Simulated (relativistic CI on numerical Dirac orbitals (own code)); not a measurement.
## Level scheme of Cd

These numbers are calculated, not measured: Dirac-Coulomb-Breit CI, KLI orbitals optimised for each configuration, QED by a radiative potential, valence Slater integrals scaled by 0.85, P86 correlation energy added to each configuration (own radial code, finite nucleus).

Configuration list (outside the closed core [Kr] 4d10): 5s2, 5s 5p, 5s 6s, 5s 5d, 5p2, 5s 7s, 5s 6p, 5s 7p, 5s 4f, 5s 6d, 5s 5g, 5s 5f, 5s 7d, 5s 6g, 5d2. Levels of other configurations are missing.

```tsv
No.	Configuration	Term	J	E (cm⁻¹)	%	Landé g	jj configuration (%)
1	5s2	1S	0	0.0	96		closed (96)
2	5s 5p	3P°	0	25514.0	100		5s 5p1/2 (100)
3	5s 5p	3P°	1	26006.7	100	1.501	5s 5p1/2 (69)
4	5s 5p	3P°	2	27003.5	99	1.501	5s 5p3/2 (99)
5	5s 5p	1P°	1	41637.2	87	1.000	5s 5p3/2 (60)
6	5s 6s	3S	1	46465.7	100	2.002	5s 6s (100)
7	5s 6s	1S	0	48347.6	99		5s 6s (99)
8	5s 6p	3P°	0	53350.8	100		5s 6p1/2 (100)
9	5s 6p	3P°	1	53407.8	99	1.500	5s 6p1/2 (70)
10	5s 6p	3P°	2	53526.3	99	1.501	5s 6p3/2 (99)
11	5s 5d	1D	2	53626.6	95	1.000	5s 5d5/2 (59)
12	5s 5d	3D	1	54190.6	100	0.499	5s 5d3/2 (100)
13	5s 5d	3D	2	54196.7	100	1.167	5s 5d3/2 (62)
14	5s 5d	3D	3	54206.4	100	1.334	5s 5d5/2 (100)
15	5s 6p	1P°	1	56598.9	78	1.001	5s 6p3/2 (56)
16	5s 7s	3S	1	57840.3	100	2.002	5s 7s (100)
17	5s 7s	1S	0	58513.5	99		5s 7s (99)
18	5s 6d	1D	2	60281.1	94	1.000	5s 6d5/2 (58)
19	5s 7p	3P°	0	60356.3	100		5s 7p1/2 (100)
20	5s 7p	3P°	1	60387.7	100	1.500	5s 7p1/2 (70)
21	5s 7p	3P°	2	60455.8	100	1.501	5s 7p3/2 (100)
22	5s 6d	3D	1	60677.8	100	0.499	5s 6d3/2 (100)
23	5s 6d	3D	2	60680.9	100	1.167	5s 6d3/2 (61)
24	5s 6d	3D	3	60685.7	100	1.334	5s 6d5/2 (100)
25	5s 7p	1P°	1	62064.8	84	1.001	5s 7p3/2 (59)
26	5s 4f	3F°	4	62081.0	100	1.251	5s 4f7/2 (100)
27	5s 4f	3F°	3	62081.0	100	1.084	5s 4f5/2 (57)
28	5s 4f	3F°	2	62081.0	100	0.666	5s 4f5/2 (100)
29	5s 4f	1F°	3	62088.3	100	1.000	5s 4f7/2 (57)
30	5s 7d	1D	2	63412.9	96	1.000	5s 7d5/2 (58)
31	5s 7d	3D	1	63653.3	100	0.499	5s 7d3/2 (100)
32	5s 7d	3D	2	63654.9	100	1.167	5s 7d3/2 (61)
33	5s 7d	3D	3	63657.5	100	1.334	5s 7d5/2 (100)
34	5s 5g	1G	4	64549.2	87	1.007	5s 5g7/2 (80)
35	5s 5g	3G	5	64549.2	100	1.200	5s 5g9/2 (100)
36	5s 5g	3G	4	64549.2	87	1.043	5s 5g9/2 (80)
37	5s 5g	3G	3	64549.2	100	0.749	5s 5g7/2 (100)
38	5s 5f	3F°	4	64550.4	100	1.251	5s 5f7/2 (100)
39	5s 5f	3F°	3	64550.5	100	1.084	5s 5f5/2 (57)
40	5s 5f	3F°	2	64550.5	100	0.666	5s 5f5/2 (100)
41	5s 5f	1F°	3	64556.5	100	1.000	5s 5f7/2 (57)
42	5s 6g	1G	4	65890.4	79	1.010	5s 6g7/2 (87)
43	5s 6g	3G	5	65890.4	100	1.200	5s 6g9/2 (100)
44	5s 6g	3G	4	65890.4	79	1.040	5s 6g9/2 (87)
45	5s 6g	3G	3	65890.4	100	0.749	5s 6g7/2 (100)
```

Energies count from the lowest computed level; ° marks odd parity. Filled j subshells are mostly left out of the jj labels.

The mean weight of the leading LS term, summed over parents, in these 45 levels is 97 %, and that of the leading jj configuration (from the same eigenvectors) 84 %, so LS coupling describes them better.

For a near-neutral ion this model can misplace configurations by up to about 10,000 cm⁻¹ (more where the count of f electrons changes) and terms by 10 to 25 % of their spread. Rates follow the energies as ν³ (E1, M1) or ν⁵ (E2), so they and the lifetimes can be off by large factors. The fine structure of a lone outer electron comes out too small, for d and f at times inverted, and misplaced configurations move strength between like terms. 10 of the 10 excited levels that our extract of the measured tables holds in this range could be paired (the sources list more); they are missed by 4761 cm⁻¹ on average and 5593 at most, and levels without a partner can miss by more.
